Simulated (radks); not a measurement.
The numbers below are computed, except where a source is named.
Q: Os V, configuration [Kr] 4d10 4f14 5s2 5p5 5d5 (not the ground configuration). Level of theory: scalar-relativistic Kohn-Sham, BLYP, spin-unpolarised, spherical densities, finite nucleus; Fermi nuclear charge, rms radius 5.4126 fm (a radial shooting solver on a logarithmic mesh with Libxc functionals). Some entries of the table are withheld. Estimate them.

orbital  occ.  eigenvalue (hartree)  <1/r> (bohr^-1)  <r^2> (bohr^2)
1s          2             -2715.909            90.42       0.0004335
2s          2             -474.5383            21.17        0.006642
2p          6             -413.5753            19.06        0.005531
3s          2             -111.8089            7.845         0.04300
3p          6             -93.90029            7.212         0.04388
3d         10             -73.85714            6.804             (1)
4s          2             -25.00748            3.346          0.2105
4p          6                   (2)            3.033          0.2400
4d         10             -11.82607            2.707          0.2765
5s          2              -5.11299            1.350           1.111
4f         14              -3.70427            2.247          0.3764
5p          5              -3.58324            1.154           1.470
5d          5              -1.81330           0.8468           2.656
6s          0              -1.53089           0.5549           5.960
6p          0              -1.17492           0.4665           8.327
6d          0              -0.75275           0.3554           15.01
5f          0              -0.67447           0.3825           11.51

A: 
(1) 3d <r^2> (bohr^2): 0.03636
(2) 4p eigenvalue (hartree): -19.13114
